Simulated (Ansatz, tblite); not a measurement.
Removing an electron: the cluster MgBr₂⁻ (the lowest doublet isomer of a short search). Charge -1, multiplicity 2. Geometry: r2SCAN-D4/def2-TZVPD. Ansatz, gas phase; energy differences of separate SCF runs; the oxidised species is a singlet (the triplet lies 3.23 eV higher at PBE0-D4/def2-TZVPD).

```xyz
3

Mg   -0.572   -0.031   -0.635
Br    0.324    2.137    0.180
Br    0.248   -2.106    0.456
```

The xTB rows come from tblite. The structure comes from a short search, and lower isomers may exist.

Task: Estimate orbital energies and vertical ionisation energies at: GFN1-xTB; GFN2-xTB; PBE-D4/def2-TZVPD; r2SCAN-D4/def2-TZVPD; PBE0-D4/def2-TZVPD.

Result: 
| level | −HOMO (eV) | vertical IE (eV) | −LUMO (eV) | HOMO–LUMO gap (eV) | remarks |
| --- | --- | --- | --- | --- | --- |
| GFN1-xTB | – | 5.04 | – | – | – |
| GFN2-xTB | – | 5.83 | – | – | – |
| PBE-D4/def2-TZVPD | -0.39 | 1.96 | -1.52 | 1.13 | HOMO above zero (-1 doublet) |
| r2SCAN-D4/def2-TZVPD | -0.25 | 2.01 | -1.80 | 1.54 | HOMO above zero (-1 doublet) |
| PBE0-D4/def2-TZVPD | 0.34 | 2.03 | -2.18 | 2.52 | – |

  A HOMO above zero means that the electron is unbound at that level or that self-interaction error raises the level; the energy of removing that electron tells which. HOMO and LUMO are the levels of the spin that leaves or enters (xTB has no such levels and no spin-polarisation term). Other spin states of the ions may lie lower, which would lower the ionisation energy or raise the affinity. Raw xTB energy differences between charge states are shifted by several eV; the methods need an empirical correction for them.
